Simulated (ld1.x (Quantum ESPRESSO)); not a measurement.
# Pseudopotential generation for tungsten: ultrasoft, LDA (PZ), scalar-relativistic.

| Property | Result |
| --- | --- |
| Element | W (Z = 74) |
| Generator | ld1.x (Quantum ESPRESSO) 7.5 |
| Type | ultrasoft |
| Functional | LDA (PZ) |
| Relativity | scalar-relativistic |
| Frozen core | [Kr] 4d10 4f14 |
| Valence charge | 14 |
| Reference configuration | 5s2 5p6 5d4 6s2 6p0 |
| Partial waves | 5s (bound): rcut 1.55, rcutus 1.75 bohr; 6s (bound): rcut 1.55, rcutus 1.75 bohr; 5p (bound): rcut 1.65, rcutus 2.10 bohr; 6p (bound, empty): rcut 1.65, rcutus 2.10 bohr; 5d (bound): rcut 1.70, rcutus 1.90 bohr; 5d channel at 0.05 Ry: rcut 1.70, rcutus 1.90 bohr |
| Local potential | all-electron potential smoothed inside 1.70 bohr (lloc = -1) |
| Core correction | Bessel-smoothed model core inside 1.48 bohr |
| Augmentation charge | PSQ, inside the norm-conserving radii |

Results:

```
Configuration tests                       : test run stopped at test 5 of 9 (negative rho)
Lowest eigenvalue of the overlap operator : -0.22 (p channel); it is negative, so in a basis up to 400 Ry S is not positive definite and the file is unfit for use
Density cutoff estimated by the generator : 143 Ry
```

The ghost test of this file was not conclusive. Its overlap operator is not positive definite in a basis up to 400 Ry (lowest eigenvalue p -0.22), so the file is unfit for use: the generalised eigenproblem breaks down once the basis is large enough, and its test numbers describe a broken file.

Generation and tests took about 1.4 s on one core of a shared server CPU.
